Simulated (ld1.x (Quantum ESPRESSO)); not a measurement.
**Rh (Z = 45), TM: configuration errors across variants**

Rh (Z = 45), norm-conserving Troullier–Martins (Kleinman–Bylander form), made with ld1.x (Quantum ESPRESSO) 7.5 (BLYP, fully relativistic). Core [Kr], reference 4d8 5s1 5p0. Waves: 5p (bound, empty): rc 2.60 bohr; 4d (bound): rc 1.75 bohr; 5s (bound): rc 2.65 bohr. Local part: the s channel. Core correction: a·sin(br)/r model core, default radius (core density twice the valence density).

Open shells are filled in proportion to 2j + 1 (rel_dist='average').

All-electron excitation energies from the reference (eV): (1) 4d8 5s0 5p0 7.550; (2) 4d7 5s0 5p0 26.989; (3) 4d6 5s0 5p0 59.386; (4) 4d5 5s0 5p0 106.193; (5) 4d7 5s2 5p0 2.353; (6) 4d8 5s0.5 5p0 2.946; (7) 4d7 5s1 5p1 6.489.

A true bound ghost makes a file unfit for plane-wave use even where its test errors are small: the radial tests pick states by their node count and pass the ghost by.

Errors AE − PS in meV (a dash: test not solved or not reliable):

```csv
change,(1),(2),(3),(4),(5),(6),(7),bound ghosts
base,-11,-122,-656,-1785,-125,-2.2,-126,none
"all radii but the core radius scaled by about 0.75 (s 2.00, p 1.96, d 1.32 bohr)",-8.0,-117,-646,-1783,-100,-1.6,–,"p3/2, p1/2"
"all radii but the core radius scaled by about 0.91 (s 2.40, p 2.36, d 1.60 bohr)",-11,-120,-656,-1795,-130,-2.3,-122,none
"all radii but the core radius scaled by about 1.05 (s 2.78, p 2.74, d 1.84 bohr)",-10,-125,-664,-1791,-118,-2.0,-126,none
"all radii but the core radius scaled by about 1.11 (s 2.96, p 2.90, d 1.94 bohr)",-9.0,-137,-694,-1837,-99,-1.6,-120,none
"all radii but the core radius scaled by about 1.19 (s 3.16, p 3.10, d 2.08 bohr)",-8.0,-149,-716,-1841,-79,-1.3,-110,none
"all radii but the core radius scaled by about 1.25 (s 3.30, p 3.24, d 2.18 bohr)",-7.9,-167,-760,-1905,-59,-1.1,-102,none
"all radii but the core radius scaled by about 1.29 (s 3.44, p 3.36, d 2.26 bohr)",-8.3,-190,-804,-1938,-31,-0.9,-87,none
"all radii but the core radius scaled by about 1.39 (s 3.70, p 3.62, d 2.44 bohr)",-11,-236,-877,-1964,+18,-0.8,-59,none
```

Task: Give the same row for: all radii but the core radius scaled by about 0.84 (s 2.22, p 2.18, d 1.46 bohr).

Result: -11, -121, -659, -1807, -124, -2.2, -109; bound ghosts: p1/2, p3/2.
